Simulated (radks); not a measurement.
Isoelectronic series with 21 electrons, all held in the configuration [Ar] 3d1 4s2, which need not be the ground one along the series. Method: scalar-relativistic Kohn-Sham, PBE, spin-polarised, spherical densities, point nucleus; open shells are filled with parallel spins first (spin-orbit coupling, left out, can overturn this in heavy ions); computed with a radial shooting solver on a logarithmic mesh with Libxc functionals. Total energies (hartree) and orbital eigenvalues (hartree):

ion    E (hartree)      3d up    4s down      4s up
Sc      -764.06258   -0.12905   -0.14807   -0.15803
V2+     -947.69663   -1.22753   -0.80466   -0.81492
Mn4+   -1152.62254   -2.88480   -1.77166   -1.78356
Co6+   -1378.87227   -5.03264   -3.01831   -3.03214
Cu8+   -1626.54189   -7.65088   -4.53501   -4.55087
Ga10+  -1895.75803  -10.73029   -6.31785   -6.33577
As12+  -2186.66908  -14.26586   -8.36531   -8.38531
Br14+  -2499.44207  -18.25467  -10.67716  -10.69927
Rb16+  -2834.26134  -22.69492  -13.25396  -13.27818
Nb20+  -3570.86094  -32.92600  -19.20723  -19.23573
Tc22+  -3973.09535  -38.71598  -22.58710  -22.61777

3d up drops below 4s up between Sc and V2+.
